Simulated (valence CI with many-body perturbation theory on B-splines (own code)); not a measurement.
# K⁵⁺: what the settings do

Computed by relativistic CI+MBPT: four valence electrons over a frozen Dirac-Fock core [Ne], a basis of 6 s, 6 p, 5 d, 3 f, 1 g functions for each j, with the one-electron correlation potential Σ1 (screened to all orders), the two-electron term Σ2, the three-electron term Σ3, Breit, model QED; selected single and double excitations, second order for the rest, scaled by the run's own slope (own B-spline code, finite nucleus).

Set against measurement, 19 paired levels are off by 245 cm⁻¹ on average, the worst by 619. These come from a selection out of Sansonetti, J. Phys. Chem. Ref. Data 37, 7 (2008). Levels without a partner in it may be off by more.

The reference run has the lowest level 3s2.3p2 3P_0 and an ionisation energy of 99.4357 eV. Its largest variational space holds 10101 state functions.

Names give the largest LS component (configuration and term), which can be under half, so a name can repeat, a term be missing and a line seem to break the LS rules; names also repeat where a configuration has a term twice.

Changed runs:
A. Breit term on → off
B. scale of Σ1 1 → 1.1
C. cutoff of virtual states (hartree) 722 → 240
D. scale of Σ1 1 → 2 (bad on purpose)

Excitation energies of the reference run in cm⁻¹, and shifts in cm⁻¹:

```csv
Level,Reference,A,B,C,D
3s2.3p2 3P_1,1132,+47,+1.9,-0.9,+19
3s2.3p2 3P_2,2930,+122,+4.2,-2.1,+43
3s2.3p2 1D_2,19212,+104,+8.4,-2.9,+85
3s2.3p2 1S_0,43757,+95,+13,-3.8,+135
3s.3p3 5S°_2,99590,+69,-1.7,+11,-22
3s.3p3 3D°_1,140676,+79,+9.1,-2.7,+87
3s.3p3 3D°_2,140732,+85,+9.2,-2.6,+88
3s.3p3 3D°_3,140936,+121,+10,-2.7,+93
3s.3p3 3P°_0,163542,+82,+15,-3.9,+144
3s.3p3 3P°_1,163558,+99,+15,-4.0,+145
3s.3p3 3P°_2,163558,+106,+15,-4.3,+146
3s.3p3 1D°_2,178876,+174,+19,-37,+189
Ionisation energy (eV),99.4357,+0.0203,+0.0406,-0.0093,+0.4077
```
